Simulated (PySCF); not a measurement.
## Calculated data, AlFHN

Calculation on a computer-drawn molecule: vertical ionisation energy to the stated ion spin, frozen-core CCSD(T) at the basis limit and cheaper methods, single-reference cases, UHF for radicals, no spin-orbit; all values are single points at the evaluated structure, the first of each entry, which is the reference or a displaced copy of it and isn't optimised; the reference structure only sets the zero of the energies above reference; triples share is (T) over the correlation energy. Program: PySCF 2.14.0.

## AlFHN

Evaluated structure:
```xyz
4
AlFHN
N      0.6752    -0.9339     0.4358
Al    -0.6221    -0.0059     0.5818
F     -1.8695     0.9840     0.8098
H      1.4538    -1.5463     0.2956
```

Reference structure:
```xyz
4
AlFHN
N      0.6760    -0.9195     0.4094
Al    -0.5829     0.0179     0.5850
F     -1.8841     0.9884     0.7670
H      1.4640    -1.5071     0.2985
```

- charge: 0
- multiplicity: 1
- ion multiplicity: 2
- diffuse functions: no
- basis: cc-pV(n+d)Z
- reference is: the Hartree-Fock double-zeta minimum
- best is: HF at quadruple zeta + MP2 correlation extrapolated from triple and quadruple zeta + CCSD(T) minus MP2 at triple zeta
- basis step is: the size of the change from the same recipe one zeta lower

Drawn bonds:
```csv
atom,other atom,order
1,2,2
2,3,1
1,4,1
```

Questions
1. Estimate the triples share at triple zeta of AlFHN.

Answers
1. 0.03719

Further results for AlFHN:

- ionisation energy best: 9.145 eV
- ionisation energy basis step: 0.06704 eV
- energy above reference best: -0.2493 kcal/mol
- energy above reference basis step: 0.06264 kcal/mol
- ionisation energy Koopmans at triple zeta: 9.502 eV
- ionisation energy EOM CCSD at triple zeta: 8.947 eV
- total energy HF triple zeta: -396.4697 hartree
- total energy CCSD(T) triple zeta: -397.0286 hartree
- total energy best: -397.1217 hartree
- T1 diagnostic at triple zeta: 0.01671
- D1 diagnostic at triple zeta: 0.041
- ion T1 diagnostic at triple zeta: 0.01387
- ion D1 diagnostic at triple zeta: 0.03332
- ion spin squared at triple zeta: 0.76
- basis functions triple zeta: 113
- dipole magnitude HF at triple zeta: 1.815 debye
- dipole magnitude CCSD unrelaxed at triple zeta: 1.361 debye
- dipole magnitude PBE at triple zeta: 1.182 debye
- dipole magnitude r2SCAN at triple zeta: 1.356 debye
- dipole magnitude B3LYP at triple zeta: 1.324 debye
- dipole magnitude wB97X at triple zeta: 1.572 debye

Triple zeta:
```csv
method,ionisation energy (eV),energy above reference (kcal/mol)
HF,7.204,0.2492
PBE,9.079,-0.2026
r2SCAN,8.862,-0.1196
B3LYP,8.991,-0.01689
wB97X,8.852,0.1996
MP2,9.106,-0.2577
CCSD,8.76,-0.1023
CCSD(T),8.922,-0.2354
```
